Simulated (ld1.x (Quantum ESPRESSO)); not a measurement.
## Transferability test, TM potential for Al

| Property | Result |
| --- | --- |
| Element | aluminium (Al) |
| Generator | ld1.x (Quantum ESPRESSO) 7.5 |
| Type | norm-conserving Troullier–Martins (Kleinman–Bylander form) |
| Functional | PBE |
| Relativity | non-relativistic |
| Frozen core | [Ne] |
| Valence charge | 3 |
| Reference configuration | 3s2 3p0.5 (charge +0.5) |
| Partial waves | 3s (bound): rc 1.45 bohr; 3d channel at -0.15 Ry: rc 1.75 bohr; 3p (bound): rc 1.95 bohr |
| Local potential | the p channel |
| Core correction | Bessel-smoothed model core, default radius (core density twice the valence density) |

Energies are relative to the spin-unpolarised reference configuration 3s2 3p0.5; without spin polarisation the order of configurations can differ from experiment.

```tsv
valence configuration	charge	ΔE all-electron (eV)	error AE − PS (meV)
3s2 3p1	0	-2.090	+0.2
3s1 3p0	+2	22.873	+4.5
3s2 3p1.3	-0.3	-2.667	+0.4
3s1 3p2	0	3.017	-3.6
3s1 3p1	+1	9.453	-1.2
```

Task: What are ΔE and the potential's error for 3s2 3p0?

Result: ΔE = 3.681 eV all-electron; the error (AE − PS) is +0.4 meV.

Task: What are ΔE and the potential's error for 3s0 3p3?

Result: ΔE = 8.293 eV all-electron; the error (AE − PS) is -13 meV.
